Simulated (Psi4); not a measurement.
F4Te, singlet, geometry from GFN2-xTB (core potentials on Te). Base run: B3LYP/def2-SVP (Psi4).

Here is a job for Psi4.
```
memory 2 GB

molecule mol {
0 1
Te   -0.005252   -0.001647    0.346673
F     1.024548    1.414191   -0.478635
F     1.419325   -1.014789   -0.484197
F    -1.009376   -1.409432   -0.522865
F    -1.404153    1.019549   -0.517302
}

set {
  basis def2-svp
  reference rks
}

energy('b3lyp')
print_variables()
```

The base run was repeated with changes; each row names its change, and settings that it needs were set with it.

```
change                                        ΔE vs base (mEh)  SCF cycles  grid points  basis functions        outcome
--------------------------------------------  ----------------  ----------  -----------  ---------------  -------------
base                                                     0.000           8       108293               82      converged
scf_type = direct                                        0.002          10       108293               82      converged
df_basis_scf = cc-pvtz-jkfit                                 -           -            -               82  input refused
d_convergence = 1e-4                                     0.000           8       108293               82      converged
scf_type = out_of_core                                   0.002           8       108293               82      converged
ints_tolerance = 1e-8                                    0.000           8       108293               82      converged
puream = false                                         -10.227           9       108293               88      converged
scf_initial_accelerator = ediis                          0.000           8       108293               82      converged
cholesky_tolerance = 1e-6 (with scf_type cd)             0.005           8       108293               82      converged
scf_type = dfdirj+cosx                                   0.466           9       108293               82      converged
d_convergence = 1e-8                                     0.000          11       108293               82      converged
dft_radial_scheme = mura                                 0.003           8       109408               82      converged
scf_initial_accelerator = none                           0.000           8       108293               82      converged
```

- df_basis_scf = cc-pvtz-jkfit: ended with `psi4.driver.qcdb.exceptions.BasisSetNotFound: BasisSet::construct: Unable to find a basis set for atom 1 for key JKFIT among:`
